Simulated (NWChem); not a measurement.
Species: CH6AgP; SMILES [PH3]->[Ag][CH3]

Results from NWChem. Geometry: optimised at PBE-D3(BJ)/def2-SVP. def2 effective core potentials on Ag; no spin-orbit coupling. Level MN15/def2-SVP: energy and gradient on several grids; changes count from the extra-fine grid, which is no exact limit either.

Question: Which is the coarsest grid (xfine; coarse; medium; fine; xcoarse) from which on the energy stays within 500 μHa and each gradient component within 500 μHa/bohr of xfine?

Answer: medium.
```csv
grid,size of the energy change (μHa),largest change of a gradient component (μHa/bohr),"time, medium = 1 (rough)"
xcoarse,20000,6000,about 1
coarse,200,1000,about 1
medium,20,40,about 1
fine,< 10,< 30,about 1
xfine,< 10,< 30,2
```
